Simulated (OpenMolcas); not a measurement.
**2s² 2p along the 5-electron sequence**

```
Program             : OpenMolcas
Method              : SS-RASPT2, IPEA 0.25 Eh, imaginary shift 0.1 Eh
Basis               : ANO-R2
Scalar Hamiltonian  : X2C, finite nucleus
Spin-orbit coupling : RASSI with atomic mean-field integrals over the reference wave functions, term energies averaged over their components
```

Active space for each ion: 3 electrons in 9 orbitals (RAS2 2s 2p; RAS3 3d, at most 2 electrons); closed shells correlated by CASPT2: 1s.

Computed levels in cm-1 above ²P°_1/2:

```json
{"Level": "²P°_3/2", "N2+": "156", "O3+": "349", "F4+": "678", "Ne5+": "1203"}
{"Level": "weight of ²P° in the lowest level (%)", "N2+": "100", "O3+": "100", "F4+": "100", "Ne5+": "100"}
```

Measured, with the error of the calculation in %. Measured levels: N2+ from Moore, Selected Tables of Atomic Spectra, NSRDS-NBS 3, section 5; O3+ from Moore, Selected Tables of Atomic Spectra, NSRDS-NBS 3, section 10; F4+ from Moore, Atomic Energy Levels, vol. I, NSRDS-NBS 35 (1971 reprint of NBS Circular 467, 1949); Ne5+ from NIST levels in Podobedova, Fuhr, Reader and Wiese, J. Phys. Chem. Ref. Data 33, 525 (2004).

| Level | N2+ | O3+ | F4+ | Ne5+ |
| --- | --- | --- | --- | --- |
| ²P°_3/2 | 174 (-10.6) | 386 (-9.7) | 746 (-9.1) | 1310 (-8.2) |

The fine-structure level ²P°_3/2 changes by a factor of 7.71 from N2+ to Ne5+. Its fourth root runs 3.53, 4.32, 5.10, 5.89, with steps per unit of Z of 0.79, 0.78, 0.79; equal steps would mean a (Z - σ)^4 law with constant σ.

Active for correlation alone: 3d; no level in the range computed is led by a configuration that fills it, so any true level of that kind is missing. Measured partners are found by configuration, term and J. A level has none where our copy of the source lacks it or the pairing is in doubt (some pairs that miss far off the trend of their configuration count as doubtful), and it then counts in no deviation. Only configurations of the active space appear.

° marks odd parity.
